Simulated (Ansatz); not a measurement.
Wavefunction ladder for `[Cl][Ti]([Cl])([Cl])[I]`

```xyz
5

Cl    1.632    0.821   -1.208
Ti    0.066   -0.051    0.000
Cl   -0.513   -1.967   -0.816
Cl    0.756   -0.295    2.034
I    -1.940    1.491   -0.011
```

Total charge 0; spin multiplicity 1. Correlated methods include outer-core shells of I, Ti, which these sets cover unevenly. Scalar relativity is left out up to krypton. I: def2 effective core potential. All single points use the PBE0-D4/def2-TZVP geometry. Frozen core, restricted reference, Ansatz 0.2.0.

```
     basis      HF (Eh)  MP2 corr.
  def2-SVP  -2523.23452   -0.85443
def2-TZVPP  -2523.84915   -1.51560
def2-QZVPP  -2523.90411   -1.77915
```

(1) Estimate the CCSD correlation energy and the (T) correction in each basis where they were run (hartree).

Results:

(1) 
```tsv
basis	CCSD corr.	(T)
def2-SVP	-0.86064	-0.05028
def2-TZVPP	-1.49862	-0.08011
```
